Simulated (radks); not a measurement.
Results of a calculation; reference values are marked as such.
Question: All-electron atom: the europium ion Eu38+ in [Ar] 3d7. Code: a radial shooting solver on a logarithmic mesh with Libxc functionals. Model: scalar-relativistic Kohn-Sham, PBEsol, spin-polarised, spherical densities, finite nucleus; open shells are filled with parallel spins first (spin-orbit coupling, left out, can overturn this in heavy ions); Fermi nuclear charge, rms radius 5.1115 fm. Some entries of the table are withheld. Estimate them.

orbital,occ.,eigenvalue (hartree),<1/r> (bohr^-1),<r^2> (bohr^2)
1s up,1,-1843.904,70.20,0.0006795
1s down,1,-1843.897,70.20,0.0006795
2s up,1,-357.6643,16.33,0.01060
2s down,1,-357.2544,16.34,0.01059
2p up,3,-326.1955,15.28,0.008509
2p down,3,-325.8757,15.29,0.008493
3s up,1,-123.9081,6.229,0.06593
3s down,1,-123.4638,6.215,0.06611
3p up,3,-114.1294,5.893,0.06477
3p down,3,-113.6753,5.879,0.06500
3d up,5,(1),(2),0.05236
3d down,2,(3),(4),0.05263

Answer: 
(1) 3d up eigenvalue (hartree): -102.0342
(2) 3d up <1/r> (bohr^-1): 5.611
(3) 3d down eigenvalue (hartree): -101.4730
(4) 3d down <1/r> (bohr^-1): 5.601
